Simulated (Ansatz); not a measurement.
Total energies of BrFHInOSi.

```tsv
atom	x (Å)	y (Å)	z (Å)
F1	-0.185	-1.897	0.403
Si2	-0.387	-0.323	0.308
Br3	1.383	0.556	1.406
O4	-0.355	0.228	-1.174
In5	1.134	1.430	-2.034
H6	-1.590	0.006	1.091
```

Total charge 0; spin multiplicity 1. Correlated methods freeze the filled d shell of Br, In. Scalar relativity is left out up to krypton. In: def2 effective core potential. The bonds changed during the relaxation, so this is another structure than the one it started from. The structure was optimised at the PBE0-D4/def2-TZVP level. Basis def2-TZVPP, Ansatz.

RPA on PBE orbitals: Hartree–Fock energy of these orbitals -3225.69663 Eh, correlation -1.26310 Eh (frozen core).

```csv
functional,energy without D4 (Eh),D4 term (kJ/mol)
LDA (SPW92),-3223.58103,–
revPBE,-3229.47444,-54.0
BLYP,-3229.74293,-48.4
r2SCAN,-3229.72907,-4.8
B97M-V,-3229.18031,–
B3LYP,-3229.88908,-37.8
r2SCANh,-3229.70196,-5.3
r2SCAN0,-3229.66301,-6.0
HSE06 (plane-wave form),-3229.16611,-18.6
BHLYP,-3229.61897,-36.5
CAM-B3LYP,-3229.84192,-20.5
ωB97X-V,-3229.40699,–
ωB97M-V,-3229.52164,–
B2PLYP,-3228.85496,–
```

Give the same for PBE, PBE0, LC-ωPBE, PBE-QIDH. (Estimate.)

The calculation gave: 
```csv
functional,energy without D4 (Eh),D4 term (kJ/mol)
PBE,-3229.06609,-22.8
PBE0,-3229.17629,-19.5
LC-ωPBE,-3229.24105,–
PBE-QIDH,-3228.43203,–
```

B3LYP takes the VWN-RPA correlation (the form of Gaussian; ORCA's B3LYP/G). HSE06 is the plane-wave form, built on full-range PBE exchange. The double hybrids freeze the cores in their second-order part.

LC-ωPBE has ω = 0.4 bohr⁻¹.
